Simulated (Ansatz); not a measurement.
`[F][GaH][O][SiH3]` + H₂ → `[F][GaH2]` + `O[SiH3]` at 400 K and 1 bar (hydrogenolysis of a Ga–O bond).

Calculated with Ansatz (gas phase, PBE0-D4/def2-TZVP geometries, no zero-point term in ΔE). CCSD(T)/CBS adds triple-zeta CCSD(T) − MP2 to the extrapolated MP2 energy (def2 sets, frozen cores). This one scheme is used for every species. For Ga outer-core shells are correlated without core-valence functions, which leaves a few kJ/mol of doubt a bond. Scalar relativity is left out up to krypton. One conformer a species, not always the lowest.

```tsv
species	CCSD(T)/CBS energy (Eh)	H − E (kJ/mol)	S (J/(mol·K))
`[F][GaH][O][SiH3]`	-2390.49581	131.9	390.8
H₂	-1.17544	38.0	139.0
`[F][GaH2]`	-2024.95631	56.3	268.5
`O[SiH3]`	-366.69042	120.0	276.4
```

H − E and S are ideal-gas, rigid-rotor, harmonic terms from PBE0-D4/def2-TZVP, for one conformer and one mirror image of each species. The MP2-based limit puts H₂ 0.8 mEh under its directly extrapolated value; such offsets cancel only in part. 1 Eh = 2625.50 kJ/mol, R = 8.31446 J/(mol·K).

Problem. By hand: ΔE, ΔH, ΔS and ΔG.

Solution. ΔE = (-2024.95631) + (-366.69042) − (-2390.49581) − (-1.17544) = 0.02452 Eh = 64.4 kJ/mol. Δ(H − E) = 56.3 + 120.0 − 131.9 − 38.0 = 6.4, so ΔH = 70.8 kJ/mol. ΔS = 268.5 + 276.4 − 390.8 − 139.0 = 15.1 J/(mol·K). ΔG = 70.8 − 400 × (15.1)/1000 = 64.8 kJ/mol.

Problem. By hand: the equilibrium constant, and the temperature at which ΔG would vanish if ΔH and ΔS stayed fixed.

Solution. log₁₀ K = −ΔG/(RT ln 10) = -8.5. ΔG = 0 at ΔH/ΔS = 4689 K, far beyond where these terms or the molecules hold.

ΔH outweighs TΔS. A doubt of 5 kJ/mol in ΔE shifts log₁₀ K by 0.7 here. Other conformers and mirror images would add mixing entropy, several J/(mol·K) or more a flexible species. Modes under 60 cm⁻¹, often nearly free rotors, make the harmonic entropy too high. These are equilibria of isolated gas molecules and say nothing of rates. Largest T1 diagnostic: 0.014 (customary marks: 0.02 for closed shells, 0.045 for open ones).
